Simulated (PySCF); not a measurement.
PySCF 2.14 output of an unrestricted PBE0 calculation on a single atom or ion in x2c-TZVPall, with scalar relativity by spin-free X2C-1e:

```
SCF conv_tol = 1e-09
number electrons alpha = 24  beta = 21
    C. Adamo and V. Barone.,  J. Chem. Phys. 110, 6158 (1999)
    M. Ernzerhof and G. E. Scuseria.,  J. Chem. Phys. 110, 5029 (1999)
cycle= 1 E= -4783.27362511169  delta_E= -0.0112  |g|= 0.0429  |ddm|= 0.291
cycle= 2 E= -4783.27364724724  delta_E= -2.21e-05  |g|= 0.0383  |ddm|= 0.104
cycle= 3 E= -4783.27390324314  delta_E= -0.000256  |g|= 0.01  |ddm|= 0.023
cycle= 4 E= -4783.2739278679  delta_E= -2.46e-05  |g|= 0.000371  |ddm|= 0.0111
cycle= 5 E= -4783.27392808027  delta_E= -2.12e-07  |g|= 0.000175  |ddm|= 0.00278
cycle= 6 E= -4783.27392809078  delta_E= -1.05e-08  |g|= 2.13e-05  |ddm|= 0.000272
cycle= 7 E= -4783.27392809097  delta_E= -1.88e-10  |g|= 6.29e-07  |ddm|= 2.08e-05
converged SCF energy = -4783.27392809097  <S^2> = 3.7507215  2S+1 = 4.0003607
```

The run itself started from symmetry-adapted Hartree-Fock orbitals and held the occupation by maximum overlap, on a logarithmic radial grid, so the iterations belong to that start.

Which element, charge and spin multiplicity is this?

Rh (rhodium, neutral), multiplicity 4; the state was [Kr] 4d8 5s1, high-spin 4F determinant.
